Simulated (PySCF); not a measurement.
# Worked example: oscillator strength and radiative lifetime

methylsilylboronic acid (CH7BO2Si), SMILES C[SiH2]B(O)O.

Geometry optimised at r2SCAN-D4/def2-SVP. Other conformers were not sampled.

TDDFT-ωB97X/def2-SVPD (PySCF) puts the first singlet state with f over 0.02 at 6.82 eV (vertical), with the transition dipole (-0.047, 0.283, -0.287) in atomic units.

### Question
Find the oscillator strength, the wavelength and the radiative lifetime that this transition would have in vacuum if emission retraced absorption.

### Answer

|μ|² = 0.1647 au, so |μ| = 1.03 D. ΔE = 6.82/27.211 = 0.2506 hartree. f = (2/3) ΔE |μ|² = 0.028 (the program prints 0.027).
λ = 1239.84/6.82 = 182 nm; ν = 55007 cm⁻¹.
Einstein's coefficient A = 0.6670 ν² f s⁻¹ (ν in cm⁻¹) = 5.6e7 s⁻¹, so τ = 1/A = 18 ns. This state is S1. The figure is the radiative limit of this one transition; relaxation, internal conversion, crossing to triplets and a medium change what is measured.
